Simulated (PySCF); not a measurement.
# One molecule, a ladder of functionals, a line

Molecule: `S([SiH2]O)[SiH3]`, H6OSSi2.

Geometry:
| atom | x (Å) | y (Å) | z (Å) |
| --- | --- | --- | --- |
| O1 | 2.695 | -0.777 | -0.090 |
| Si2 | 1.046 | -0.921 | -0.114 |
| S3 | 0.227 | 0.937 | 0.611 |
| Si4 | -1.871 | 0.492 | 0.458 |
| H5 | 3.068 | 0.049 | 0.231 |
| H6 | 0.568 | -1.179 | -1.503 |
| H7 | 0.609 | -2.045 | 0.763 |
| H8 | -2.250 | 0.184 | -0.952 |
| H9 | -2.580 | 1.715 | 0.925 |
| H10 | -2.236 | -0.673 | 1.317 |

GIAO shieldings (ppm, equivalent atoms averaged) in PySCF 2.14.0 with density-fitted response routines on the PBE0-D3(BJ)/def2-SVP geometry, basis pcSseg-2, gas phase, non-relativistic:

| functional | exact exchange (%) | σ(O1) | σ(Si2) | σ(Si4) | σ(S3) |
| --- | --- | --- | --- | --- | --- |
| BLYP | 0 | 284.2 | 322.3 | 376.1 | 733.5 |
| BP86 | 0 | 287.8 | 330.8 | 386.9 | 751.3 |
| PBE | 0 | 287.8 | 331.3 | 389.3 | 754.7 |
| B3LYP | 20 | 291.6 | 336.7 | 387.6 | 756.0 |
| mPW1PW91 | 25 | 296.4 | 349.2 | 400.9 | 778.7 |
| BHandHLYP | 50 | 300.0 | 359.1 | 405.2 | 783.8 |
| HF | 100 | 310.6 | 401.1 | 438.7 | 826.9 |

Task: Fit each shielding as a line in the percentage of exact exchange.

Result: σ(O1) = 287.3 + 0.24 x (rms 1.7 ppm); σ(Si2) = 327.2 + 0.72 x (rms 4.0 ppm); σ(Si4) = 382.9 + 0.54 x (rms 5.2 ppm); σ(S3) = 747.0 + 0.80 x (rms 8.1 ppm). The functionals also differ in their semilocal parts, which the line can't hold; Hartree–Fock has no correlation at all.

Task: What does the line predict for PBE0 (25 %), and what does the run give?

Result: σ(O1): 293.3 predicted, 296.5 computed; σ(Si2): 345.2 predicted, 349.7 computed; σ(Si4): 396.4 predicted, 403.0 computed; σ(S3): 767.0 predicted, 780.7 computed ppm.
